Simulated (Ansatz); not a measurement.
`C[N](C)[Y]([F])[N](C)C` and `C[N](C)[Y]([Cl])[N](C)C` differ in one atom or group.

Ansatz, PBE0-D4/def2-TZVP geometries, multiplicity 1. Each molecule was computed in one conformer, which needn't be the lowest.

Elements past krypton have def2 core potentials.

```
                             property  `C[N](C)[Y]([F])[N](C)C`
LUMO energy (ωB97M-V/def2-TZVPP) / eV                     -0.25
 HOMO–LUMO gap (PBE0/def2-TZVPP) / eV                      4.31
HOMO–LUMO gap (B3LYP/def2-TZVPP) / eV                      3.79
    LUMO energy (PBE/def2-TZVPP) / eV                     -2.21
HOMO energy (ωB97M-V/def2-TZVPP) / eV                     -8.04
   LUMO energy (PBE0/def2-TZVPP) / eV                     -1.47
```

(1) Give the same properties after the change, and the shifts. (Best estimate.)

## Answers

(1) Computed: 
```csv
property,`C[N](C)[Y]([Cl])[N](C)C`,shift
LUMO energy (ωB97M-V/def2-TZVPP) / eV,-0.33,-0.08
HOMO–LUMO gap (PBE0/def2-TZVPP) / eV,4.39,0.08
HOMO–LUMO gap (B3LYP/def2-TZVPP) / eV,3.87,0.08
LUMO energy (PBE/def2-TZVPP) / eV,-2.35,-0.14
HOMO energy (ωB97M-V/def2-TZVPP) / eV,-8.26,-0.22
LUMO energy (PBE0/def2-TZVPP) / eV,-1.61,-0.14
```

With PBE0 the HOMO falls by 0.21 eV and the LUMO falls by 0.14 eV, so the gap widens by about 0.07 eV. PBE moves the HOMO by -0.23 eV and ωB97M-V by -0.22 eV.

B3LYP here is the variant with VWN-RPA as its local correlation; programs differ in this.
